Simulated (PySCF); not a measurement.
**Vertical excitation energies**

Sn3H8.
Geometry (PBE0-D3(BJ)/def2-SVP, Å), atoms numbered from 1 in this order:
```xyz
11
Sn3H8 angstrom
Sn    -1.6273    0.3364   -1.6300
H     -1.0079   -0.5527   -2.9598
H     -3.3378    0.2163   -1.6417
H     -1.1974    1.9839   -1.8370
Sn    -0.5746   -0.6424    0.7503
H     -0.6844   -2.3570    0.7600
H     -1.5047   -0.0568    2.0707
Sn     2.0776    0.1187    1.0835
H      2.7184   -0.4725    2.5602
H      3.0334   -0.4891   -0.2055
H      2.2027    1.8297    1.0803
```

Method: TDDFT PBE0/def2-SVPD, vertical, gas phase, core orbitals frozen in the response, def2 core potentials past Kr (PySCF). Spin–orbit coupling is left out.

**Question.** What does the calculation give for the low-lying excited states?

**Answer.** 

```
state  E (eV)  E (kJ/mol)  λ (nm)       f  |μ| (D)  main configurations (H = HOMO, L = LUMO)
   S1    5.67         547   218.6   0.706     5.73                                 H→L (91%)
   S2    5.96         575   208.1  0.0001     0.07                  H→L+2 (70%), H→L+3 (27%)
   S3    6.01         580   206.2  0.0035     0.39     H→L+3 (58%), H→L+1 (19%), H→L+2 (17%)
   S4    6.03         581   205.8  0.0091     0.63     H→L+1 (58%), H-1→L (15%), H→L+3 (13%)
   S5    6.23         601   198.9   0.158     2.58                  H-1→L (76%), H→L+1 (13%)
   S6    6.41         619   193.4   0.083     1.85                H→L+4 (69%), H-1→L+1 (28%)
   S7    6.58         635   188.4   0.035     1.19                               H→L+5 (80%)
   S8    6.68         645   185.5   0.110     2.08                             H-1→L+2 (80%)
   S9    6.72         648   184.6   0.356     3.74   H-1→L+1 (51%), H→L+4 (21%), H→L+6 (14%)
  S10    6.79         655   182.7   0.048     1.37                H-2→L (68%), H-1→L+3 (22%)
```

Triplets (Tamm–Dancoff): T1 4.69 eV, H→L (96%); T2 5.23 eV, H→L+1 (56%), H-1→L (37%); T3 5.49 eV, H→L+2 (65%), H→L+3 (24%); T4 5.55 eV, H→L+3 (65%), H→L+2 (16%).

The lowest singlet lies at 5.67 eV (219 nm, ultraviolet) and is strong; its leading configuration is HOMO→LUMO (91%). The lowest level is also the most intense of those listed (f = 0.706). Löwdin shares by element: HOMO tin 77%, hydrogen 5% or more (atoms not listed hold the other 18%); LUMO tin 60%, hydrogen 9% or more (atoms not listed hold the other 31%). Orbital energies (eV): HOMO-3 -9.15, HOMO-2 -8.85, HOMO-1 -8.05, HOMO -7.36, LUMO -1.03, LUMO+1 -0.47, LUMO+2 -0.37. The listed states span 1.11 eV, and the widest gap between neighbours is 0.29 eV (S1 to S2). The vertical ionisation energy (ΔSCF) is 8.98 eV, 2.20 eV above S10. The window holds the lowest 10 singlets.

The run took 44 s of wall time (grids of density and orbitals included) on INTEL XEON PLATINUM 8581C at 2.30 GHz, one thread, no GPU, shared host with 48 logical CPUs at a one-minute load of 32, and the process peaked at 0.84 GiB of memory.
